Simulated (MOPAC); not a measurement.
A run for MOPAC: AM1 on H2PbS2 (SMILES [SH][Pb][SH]), a point of a torsion scan.

```
AM1 1SCF PRECISE CHARGE=0 THREADS=1
H2PbS2

S      1.98081245 1    -0.37343263 1     0.43201118 1
Pb    -0.18843742 1    -0.64044794 1    -0.90570465 1
S     -1.22074652 1    -2.43121993 1     0.52600265 1
H      1.82807727 1     0.90796618 1     0.72806169 1
H     -0.26630649 1    -2.57816430 1     1.42540474 1
```

Output:

```
*******************************************************************************
 **                                                                           **
 **                              MOPAC v23.2.5                                **
 **                                                                           **
 *******************************************************************************
 ** MOPAC's Digital Object Identifier: https://doi.org/10.5281/zenodo.6511958 **
 **                                                                           **
 ** Please cite the open-source release paper for use of this MOPAC version:  **
 ** J. E. Moussa and J. J. P. Stewart (2026)                                  **
 ** MOPAC: An open-source semiempirical molecular orbital program             **
 ** J. Open Source Softw., 11(119), 8025, https://doi.org/10.21105/joss.08025 **
 *******************************************************************************

                              AM1 CALCULATION RESULTS

 *******************************************************************************
 *  AM1        - The AM1 Hamiltonian to be used
 *
 *
 *
 *                 CHARGE ON SYSTEM = 0
 *
 *
 *
 *  PRECISE    - TIGHTER CRITERIA TO BE USED
 *  1SCF       - DO 1 SCF AND THEN STOP
 *  THREADS=1  - MULTI-THREADING NOT USED
 *  T=         - A TIME OF 172800.0 SECONDS REQUESTED
 *  DUMP=N     - RESTART FILE WRITTEN EVERY 7200.0 SECONDS REQUESTED
 *******************************************************************************
AM1 1SCF PRECISE CHARGE=0 THREADS=1
 H2PbS2

   ATOM   CHEMICAL          X               Y               Z
  NUMBER   SYMBOL      (ANGSTROMS)     (ANGSTROMS)     (ANGSTROMS)

     1       S          1.98081245  *  -0.37343263  *   0.43201118  *
     2      Pb         -0.18843742  *  -0.64044794  *  -0.90570465  *
     3       S         -1.22074652  *  -2.43121993  *   0.52600265  *
     4       H          1.82807727  *   0.90796618  *   0.72806169  *
     5       H         -0.26630649  *  -2.57816430  *   1.42540474  *



          CARTESIAN COORDINATES

    NO.       ATOM           X           Y           Z

     1         S          1.9808     -0.3734      0.4320
     2        Pb         -0.1884     -0.6404     -0.9057
     3         S         -1.2207     -2.4312      0.5260
     4         H          1.8281      0.9080      0.7281
     5         H         -0.2663     -2.5782      1.4254

  H: (AM1): M.J.S. DEWAR ET AL, J. AM. CHEM. SOC. 107 3902-3909 (1985)
  S: (AM1): M.J.S. DEWAR, Y-C YUAN, INORGANIC CHEMISTRY, 29, 3881:3890,  (1990)
 Pb: (AM1): J. J. P. STEWART, J. MOL. MOD., 10, 155-164 (2004)

           Empirical Formula: H2 S2 Pb  =     5 atoms



      MOLECULAR POINT GROUP   :   C1


      RHF CALCULATION, NO. OF DOUBLY OCCUPIED LEVELS = 9


 -------------------------------------------------------------------------------
 AM1 1SCF PRECISE CHARGE=0 THREADS=1
 H2PbS2



     1SCF WAS SPECIFIED, SO BFGS WAS NOT USED
     SCF FIELD WAS ACHIEVED


                              AM1 CALCULATION
                                                       MOPAC v23.2.5 Linux




          FINAL HEAT OF FORMATION =         21.72223 KCAL/MOL =      90.88581 KJ/MOL


          COSMO AREA              =        128.55 SQUARE ANGSTROMS
          COSMO VOLUME            =        120.56 CUBIC ANGSTROMS

          IONIZATION POTENTIAL    =          9.370344 EV
          HOMO LUMO ENERGIES (EV) =         -9.370 -2.328
          NO. OF FILLED LEVELS    =          9
          MOLECULAR WEIGHT        =        273.3358         POINT GROUP:  C1

          MOLECULAR DIMENSIONS (Angstroms)

            Atom       Atom       Distance
            H     4    S     3     4.52618
            H     5   Pb     2     2.70114
            H     4    S     1     0.98545


          SCF CALCULATIONS        =          1





   ATOM   CHEMICAL          X               Y               Z
  NUMBER   SYMBOL      (ANGSTROMS)     (ANGSTROMS)     (ANGSTROMS)

     1       S          1.98081245  *  -0.37343263  *   0.43201118  *
     2      Pb         -0.18843742  *  -0.64044794  *  -0.90570465  *
     3       S         -1.22074652  *  -2.43121993  *   0.52600265  *
     4       H          1.82807727  *   0.90796618  *   0.72806169  *
     5       H         -0.26630649  *  -2.57816430  *   1.42540474  *

                             CARTESIAN COORDINATES

   1    S        1.980812450    -0.373432630     0.432011180
   2   Pb       -0.188437420    -0.640447940    -0.905704650
   3    S       -1.220746520    -2.431219930     0.526002650
   4    H        1.828077270     0.907966180     0.728061690
   5    H       -0.266306490    -2.578164300     1.425404740


           Empirical Formula: H2 S2 Pb  =     5 atoms



      MOLECULAR POINT GROUP   :   C1


                  EIGENVALUES
 -20.42943 -18.66521 -17.45638 -13.83427 -13.08345 -10.81422 -10.26769  -9.91520
  -9.37034  -2.32808  -2.18043  -2.01472   1.42406   1.69784


              NET ATOMIC CHARGES AND DIPOLE CONTRIBUTIONS

  ATOM NO.   TYPE          CHARGE      No. of ELECS.   s-Pop       p-Pop
    1          S          -0.456565        6.4566     1.91313     4.54343
    2         Pb           0.628358        3.3716     1.93281     1.43883
    3          S          -0.398888        6.3989     1.90732     4.49157
    4          H           0.108662        0.8913     0.89134
    5          H           0.118433        0.8816     0.88157
 DIPOLE           X         Y         Z       TOTAL
 POINT-CHG.    -1.771     2.551    -3.498     4.678
 HYBRID         1.258     0.226     1.955     2.336
 SUM           -0.513     2.777    -1.543     3.218


          ATOMIC ORBITAL ELECTRON POPULATIONS

     Atom    s        px        py        pz
    1  S   1.91313   1.60630   1.18641   1.75072
    2 Pb   1.93281   0.46733   0.43052   0.54097
    3  S   1.90732   1.35386   1.69272   1.44499
    4  H   0.89134
    5  H   0.88157

 **********************
 *                    *
 * JOB ENDED NORMALLY *
 *                    *
 **********************




 == MOPAC DONE ==
```

The run finished.

Cost: about 0.06 core-seconds (a rough figure).
